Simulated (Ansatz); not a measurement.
System: C6H11 (charge 0, doublet). It need not be the lowest isomer of its formula. 
Structure (B3LYP-D3(BJ)/def2-TZVP (Ansatz, a quantum-chemistry and plane-wave program) minimum search):
```
C
C 1 1.3914
C 2 1.3758 1 126.95
H 3 1.0807 2 120.80 1 -179.84
H 3 1.0814 4 116.98 2 179.92
H 2 1.0871 3 116.96 4 0.55
C 1 1.4979 2 121.87 6 179.93
H 7 1.0911 1 111.88 2 37.21
H 7 1.0916 8 108.06 1 -122.61
H 7 1.0963 8 106.93 9 -114.96
C 1 1.4981 2 120.60 6 2.73
H 11 1.0923 1 109.70 2 -10.23
H 11 1.0973 12 106.75 1 118.35
C 11 1.5368 12 109.28 13 117.00
H 14 1.0913 11 111.33 12 -178.04
H 14 1.0915 15 107.87 11 121.62
H 14 1.0916 15 107.80 16 116.69
```
Charge 0, spin multiplicity 2.

Total electronic energies in hartree. Correlated levels leave the core frozen unless marked. Open shells are spin-unrestricted. Spin-orbit coupling is left out. Non-relativistic. Basis-set limits of correlation are two-point, X^-3; Hartree-Fock from the larger set. The bracket is a focal-point correction in the basis named.

The UHF reference is spin-contaminated (<S^2> 0.19 over the pure value in the largest basis). 

```json
[
 {"level": "BLYP-D3(BJ)/def2-TZVPD", "program": "Ansatz + dftd3", "energy (Eh)": "-235.18420"},
 {"level": "revPBE-D4/def2-TZVPD", "program": "Ansatz + dftd4", "energy (Eh)": "-235.26041"},
 {"level": "revPBE/def2-TZVPD", "program": "Ansatz", "energy (Eh)": "-235.21742"},
 {"level": "B97M-V/def2-TZVPD", "program": "Ansatz", "energy (Eh)": "-235.29937"},
 {"level": "r2SCANh-D4/def2-TZVPD", "program": "Ansatz + dftd4", "energy (Eh)": "-235.14024"},
 {"level": "r2SCANh/def2-TZVPD", "program": "Ansatz", "energy (Eh)": "-235.13663"},
 {"level": "r2SCAN0-D4/def2-TZVPD", "program": "Ansatz + dftd4", "energy (Eh)": "-235.13013"},
 {"level": "HSE06-D3(BJ)/def2-TZVPD", "program": "Ansatz + dftd3", "energy (Eh)": "-234.99057"},
 {"level": "LC-wPBE-D3(BJ)/def2-TZVPD", "program": "Ansatz + dftd3", "energy (Eh)": "-235.14923"},
 {"level": "wB97M-V/def2-TZVPD", "program": "Ansatz", "energy (Eh)": "-235.15303"},
 {"level": "B2GP-PLYP-D3(BJ)/def2-TZVPD", "program": "Ansatz + dftd3", "energy (Eh)": "-235.01075"},
 {"level": "B2GP-PLYP-D4/def2-TZVPD", "program": "Ansatz + dftd4", "energy (Eh)": "-235.00889"},
 {"level": "B2PLYP-D3(BJ)/def2-TZVPD", "program": "Ansatz + dftd3", "energy (Eh)": "-235.06370"},
 {"level": "B2PLYP-D4/def2-TZVPD", "program": "Ansatz + dftd4", "energy (Eh)": "-235.06237"},
 {"level": "RPA@PBE/cc-pVTZ", "program": "Ansatz", "energy (Eh)": "-235.28822"},
 {"level": "RPA@PBE/cc-pVQZ", "program": "Ansatz", "energy (Eh)": "-235.41611"},
 {"level": "CCSD/STO-3G", "program": "Ansatz", "energy (Eh)": "-231.18881"},
 {"level": "CCSD/6-31G", "program": "Ansatz", "energy (Eh)": "-234.07492"},
 {"level": "CCSD/6-31G*", "program": "Ansatz", "energy (Eh)": "-234.39600"},
 {"level": "CCSD(T)/STO-3G", "program": "Ansatz", "energy (Eh)": "-231.19223"},
 {"level": "CCSD(T)/6-31G", "program": "Ansatz", "energy (Eh)": "-234.09016"},
 {"level": "CCSD(T)/6-31G*", "program": "Ansatz", "energy (Eh)": "-234.42277"},
 {"level": "RI-MP2/CBS(cc-pVTZ,cc-pVQZ)+[CCSD(T)-MP2]/cc-pVTZ", "program": "Ansatz", "energy (Eh)": "-234.8805"}
]
```

Totals of different functionals don't rank their quality; only differences between species are comparable.
